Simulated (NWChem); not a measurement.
## Correlation energy of HCu

```xyz
2

Cu     0.0000     0.0000     0.0488
H      0.0000     0.0000    -1.4145
```
Charge 0, spin multiplicity 1.

Program: NWChem. The geometry was optimised at PBE/def2-SVP, a minimum by its harmonic frequencies.

Basis set: def2-SVP. Each correlation energy counts from its own Hartree-Fock reference.

| method | correlation energy (mHa) | difference from CCSD(T) |
|---|---|---|
| SCS-MP2 | -285.4 | +20.5 |
| CCSD+T(CCSD) | -311.4 | -5.6 |
| CR-CCSD(T) | -302.8 | +3.0 |
| CCSD | -292.6 | +13.3 |
| CR-CCSD[T] | -307.1 | -1.2 |
| CCSDT | -305.8 | 0.0 |
| MP2 | -320.6 | -14.8 |
| CCSD(T) | -305.8 | 0.0 |

The values span 35.3 mHa, from MP2 (lowest) to SCS-MP2 (highest). 

The correlated methods keep 9 core orbitals frozen. The structure started from a generated list of species. Coupled-cluster values serve here as a point of comparison, not as the truth.
